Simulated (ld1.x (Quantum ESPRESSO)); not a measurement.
# What one change does to a pseudopotential (Lu (Z = 71), ultrasoft)

- Element: Lu (Z = 71)
- Generator: ld1.x (Quantum ESPRESSO) 7.5
- Type: ultrasoft
- Functional: PBE
- Relativity: scalar-relativistic
- Frozen core: [Xe] 4f14
- Valence charge: 3
- Reference configuration: 5d1 6s2 6p0
- Partial waves: 6s (bound): rcut 2.50, rcutus 3.45 bohr; 6s channel at 0.45 Ry: rcut 2.50, rcutus 3.45 bohr; 6p (bound, empty): rcut 3.40, rcutus 4.40 bohr; 6p channel at 3 Ry: rcut 3.40, rcutus 4.40 bohr; 5d (bound): rcut 2.30, rcutus 2.45 bohr; 5d channel at 0.6 Ry: rcut 2.30, rcutus 2.45 bohr
- Local potential: all-electron potential smoothed inside 4.05 bohr (lloc = -1)
- Core correction: none
- Augmentation charge: PSQ, inside the norm-conserving radii

Change: waves 5d (bound): rcut 2.30, rcutus 3.10 bohr; 5d channel at 0.6 Ry: rcut 2.30, rcutus 3.10 bohr.

Cutoffs: the cutoffs (Ry, on a coarse ladder) from which the occupation-weighted sum of valence levels, in a spherical-Bessel basis at the reference potential, stays within 10 and 1 mRy of its value at 400 Ry; they do not see the model core or the augmentation charge, which bear on the density cutoff. Errors are all-electron minus pseudo energies relative to the spin-unpolarised reference configuration.

Question: What does the change do?

Answer: The potential gets softer (12 Ry and 18 Ry → 8 Ry and 10 Ry); the number of tests with a reliable result goes from 7 to 1 (the test run of the changed file stopped, so its transferability is not established); neither file shows a bound ghost. A larger radius leaves more room for a smooth pseudo-wave, so fewer plane waves are needed.

```csv
quantity,base,changed
"cutoff, loose",12 Ry,8 Ry
"cutoff, tight",18 Ry,10 Ry
loose cutoff by channel (10 mRy a level),"s 6 Ry, d 12 Ry","s 6 Ry, d 8 Ry"
bound ghosts,none,none
tests with a reliable result,7 of 7,1 of 7 (the test run stopped)
"error for 5d1 6s1 6p0, meV [ΔE 7.37 eV]",+3.3,+1.5
s: phases at 4.74 bohr within 0.05 rad from the reference energy up to (Ry; the scan ends near 5),2.7,2.7
p: phases at 4.74 bohr within 0.05 rad from the reference energy up to (Ry; the scan ends near 5),0.9,0.9
d: phases at 4.74 bohr within 0.05 rad from the reference energy up to (Ry; the scan ends near 5),2.6,2.6
lowest overlap eigenvalue by channel,"s 0.39, p 0.23, d 0.99","s 0.39, p 0.23, d 0.49"
```
